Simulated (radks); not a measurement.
Effect of the nuclear size on neutral europium, [Xe] 4f7 6s2. Method: Dirac Kohn-Sham, PBE, spin-unpolarised, spherical densities, finite nucleus; open shells are shared between the two j in proportion to 2j + 1; Fermi nuclear charge, rms radius 5.1115 fm; computed with a radial shooting solver on a logarithmic mesh with Libxc functionals. The rms radius is varied about that value; shifts are against it.

rms radius (fm)	total energy shift (eV)	density at nucleus (e/bohr^3)	1s1/2 shift (meV)	2s1/2 shift (meV)	5s1/2 shift (meV)	5p1/2 shift (meV)	6s1/2 shift (meV)	4f7/2 shift (meV)	6p1/2 (empty) shift (meV)
4.3703	-5.07	6.02e+05	-2090	-267	-1.96	0.260	-0.078	0.407	0.083
4.6975	-2.91	5.914e+05	-1200	-153	-1.12	0.149	-0.045	0.233	0.047
5.1115	0	5.792e+05	0.000	0.000	0.000	0.000	0.000	0.000	0.000
5.2904	1.31	5.743e+05	542	69.2	0.507	-0.067	0.020	-0.105	-0.021
5.8987	6.03	5.591e+05	2490	318	2.33	-0.309	0.093	-0.484	-0.098

Slopes of the eigenvalues against <r^2> in GHz/fm^2, as finite differences over the two radii next to the reference (eigenvalue slopes, not the field-shift constants of lines): 1s1/2 71100, 2s1/2 9080, 5s1/2 66.5, 5p1/2 -8.84, 6s1/2 2.65, 4f7/2 -13.8, 6p1/2 (empty) -2.80.
